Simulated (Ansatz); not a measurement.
Total energies of Ge(OH)2Cl2 (GeCl2O2H2) from Ansatz at r2SCAN-D4/def2-TZVP, gas phase (1 Eh = 27.2114 eV = 2625.5 kJ/mol). The reference geometry is relaxed at PBE0-D4/def2-SVP.

Cartesian coordinates in Å:
```
Ge -0.020 0.055 0.105
O 0.299 -1.639 -0.150
H -0.052 -2.197 0.554
O 0.012 0.779 -1.481
H 0.224 1.720 -1.459
Cl 1.450 0.981 1.357
Cl -1.914 0.301 1.074
```

| state | geometry | energy (Eh) |
| --- | --- | --- |
| charge 0 singlet | reference | -3149.16603 |
| charge 1 doublet | reference | -3148.75937 |
| free Ge atom (triplet) | – | -2076.90335 |
| free O atom (triplet) | – | -75.05861 |
| free H atom (doublet) | – | -0.49993 |
| free Cl atom (doublet) | – | -460.11688 |

Q: Work out the vertical ionisation energy to the doublet.

A: E(charge 1 doublet) − E(charge 0 singlet) = -3148.75937 − (-3149.16603) = 0.40666 Eh = 11.07 eV. For comparison, −ε of the highest occupied level is 8.23 eV at this level, 2.84 eV less.

Q: What is the binding energy per atom against free atoms?

A: Atoms: 1 × (-2076.90335) + 2 × (-75.05861) + 2 × (-0.49993) + 2 × (-460.11688) = -3148.25419 Eh. Binding: -3148.25419 − (-3149.16603) = 0.91184 Eh = 24.81 eV, or 3.54 eV for each of 7 atoms (no zero-point energy, no counterpoise term).
